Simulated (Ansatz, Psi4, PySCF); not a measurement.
triplet silylene (H$_{2}$Si), triplet, geometry from GFN2-xTB. Base run: BHANDHLYP/STO-3G in PySCF.

PySCF was given this input:
```python
from pyscf import gto, scf, dft

mol = gto.M(
    atom='''
Si   -0.006391   -0.001951    0.085235
H     0.045667    1.283842   -0.567511
H     0.043812   -1.256535   -0.625785
''',
    basis='sto-3g',
    charge=0,
    spin=2,
    verbose=4,
)

mf = dft.UKS(mol)
mf.xc = 'bhandhlyp'
mf.kernel()
```

The same geometry, method and basis name were run in Ansatz (a first-principles code) and Psi4 and PySCF, at each program's defaults and at the settings that a row names. The base is PySCF at its defaults. Differences at the defaults can come from grids, fitting, cores and function types together.

```csv
code and settings,ΔE vs base (mEh),basis functions,E (Eh),SCF cycles,dipole (D)
"PySCF, defaults (exact integrals, its default grid, spherical functions)",0.000,11,-287.17338,7,0.49
"Psi4, defaults (density fitting with its default set, its default grid, spherical functions)",-0.514,11,-287.17389,6,0.49
"Ansatz, defaults (factorised integrals, its default grid, spherical functions)",0.000,11,-287.17338,-,-
"PySCF, density fitting with def2-universal-jkfit",-0.514,11,-287.17389,7,0.49
"PySCF, fine grid",0.000,11,-287.17338,7,0.49
"Psi4, exact integrals, spherical functions, fine grid",0.000,11,-287.17338,8,0.49
"Ansatz, high accuracy",0.000,11,-287.17338,-,-
```

Open shells are given as the SCF converged; they aren't shown to be the lowest states, and a large step between rows can be another state.
